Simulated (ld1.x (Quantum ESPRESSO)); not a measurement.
# Before and after: TM potential for iodine (I)

ld1.x (Quantum ESPRESSO) 7.5 input, shortened:

```
&input
   title='I', zed=53., rel=1, dft='PBE', iswitch=3,
   config='[Kr] 4d10 5s2 5p5'
 /
 &inputp
   pseudotype=2, tm=.true., lloc=0,
   nlcc=.false.
 /
3
5P  2  1   5.00   0.00  1.85  1.85  0.0
4D  3  2  10.00   0.00  1.25  1.25  0.0
5S  1  0   2.00   0.00  1.30  1.30  0.0
 &test
   configts(1)='4d10 5s2 5p5'
 /
```

Change: wave 4d (bound): rc 1.25 bohr becomes 4d (bound): rc 1.00 bohr.

Cutoffs: the cutoffs (Ry, on a coarse ladder) from which the occupation-weighted sum of valence levels, in a spherical-Bessel basis at the reference potential, stays within 10 and 1 mRy of its value at 400 Ry; they do not see the model core or the augmentation charge, which bear on the density cutoff. Errors are all-electron minus pseudo energies relative to the spin-unpolarised reference configuration.

Q: Predict the effect on cutoff, ghosts and configuration errors.

A: The potential gets neither clearly harder nor softer (140 Ry and 230 Ry → 140 Ry and 230 Ry); both files keep a bound ghost (p); of the 7 tests that both files solve, the error grows in 1 and shrinks in 0 by more than 15 % and 0.3 meV (median size 2.4 → 2.9 meV).

```tsv
quantity	base	changed
cutoff, loose	140 Ry	140 Ry
cutoff, tight	230 Ry	230 Ry
bound ghosts	p	p
error for 4d10 5s2 5p4, meV [ΔE 11.13 eV]	-2.0	-2.0
error for 4d10 5s2 5p3, meV [ΔE 30.98 eV]	+0.6	+0.3
error for 4d10 5s2 5p2, meV [ΔE 60.31 eV]	+20	+19
error for 4d10 5s1 5p5, meV [ΔE 22.11 eV]	-2.4	-2.9
error for 4d10 5s2 5p4.5, meV [ΔE 4.53 eV]	-1.0	-1.1
error for 4d9 5s2 5p6, meV [ΔE 45.86 eV]	-103	-114
error for 4d10 5s1 5p6, meV [ΔE 10.41 eV]	-6.2	-6.8
s: phases at 2.01 bohr within 0.05 rad from the reference energy up to (Ry; the scan ends near 5)	0.1	0.1
p: phases at 2.01 bohr within 0.05 rad from the reference energy up to (Ry; the scan ends near 5)	to the end of the scan	to the end of the scan
d: phases at 2.01 bohr within 0.05 rad from the reference energy up to (Ry; the scan ends near 5)	0.1	0.1
```

 A true bound ghost makes a file unfit for plane-wave use even where its test errors are small: the radial tests pick states by their node count and pass the ghost by.
